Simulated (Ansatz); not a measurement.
Basis sets compared for S-phenylphenoxathiinium bis(oxalato)borate (C22H13BO9S). The state is a singlet with charge 0. Geometry PBE-D4/def2-SVP. Ansatz on 2 threads of AMD EPYC 7R13 on a shared host and a share (18 GiB) of an NVIDIA H100 80GB HBM3; times are rough, and most runs start from earlier orbitals.

```xyz
46

O    -2.212    2.161   -2.259
C    -2.787    1.228   -1.745
O    -2.198    0.124   -1.249
B    -3.252   -0.766   -0.658
O    -4.520   -0.099   -0.889
C    -4.319    1.079   -1.512
O    -5.165    1.879   -1.827
O    -2.932   -0.934    0.795
C    -2.368   -2.125    0.953
O    -1.723   -2.491    1.922
C    -2.570   -2.935   -0.363
O    -2.214   -4.076   -0.554
O    -3.162   -2.116   -1.240
C     3.113   -0.417    3.948
C     3.430    0.385    2.837
C     2.507    0.540    1.794
C     1.273   -0.119    1.898
S    -0.006   -0.010    0.625
C     0.643   -0.997   -0.712
C     0.577   -2.393   -0.559
C     1.011   -3.220   -1.598
C     1.511   -2.648   -2.781
C     1.575   -1.259   -2.929
C     1.133   -0.415   -1.895
O     1.222    0.925   -2.144
C     0.729    1.875   -1.300
C     0.790    3.201   -1.766
C     0.272    4.241   -0.995
C    -0.321    3.982    0.255
C    -0.381    2.672    0.731
C     0.168    1.627   -0.036
C     0.927   -0.917    3.000
C     1.871   -1.065    4.030
H     3.844   -0.531    4.763
H     4.404    0.893    2.781
H     2.739    1.169    0.921
H     0.164   -2.831    0.364
H     0.928   -4.310   -1.487
H     1.844   -3.292   -3.607
H     1.950   -0.789   -3.849
H     1.224    3.375   -2.761
H     0.311    5.269   -1.383
H    -0.751    4.801    0.850
H    -0.852    2.444    1.699
H    -0.054   -1.423    3.030
H     1.626   -1.689    4.903
```

Single mean-field runs in def2-SVP, def2-TZVP are fitted with def2-universal-jkfit.

Binding counts from free atoms (O triplet, C triplet, B doublet, S triplet, H doublet) in the same basis, without a counterpoise term.

```csv
level,functions,energy (Eh),HOMO (eV),LUMO (eV),binding per atom (eV),wall time
PBE-D4/def2-SVP,531,-1943.3099,-5.45,-3.10,5.73,4.6 s
PBE0-D4/def2-SVP (with forces),531,-1943.3590,-7.16,-2.30,5.54,6.5 s
```

**Question.** Estimate the rows for PBE-D4/def2-TZVP, PBE0-D4/def2-TZVP.

**Answer.** 
```tsv
level	functions	energy (Eh)	HOMO (eV)	LUMO (eV)	binding per atom (eV)	wall time
PBE-D4/def2-TZVP	1107	-1945.1478	-5.73	-3.22	5.62	9.1 s
PBE0-D4/def2-TZVP	1107	-1945.1919	-7.25	-2.39	5.44	8.5 s
```
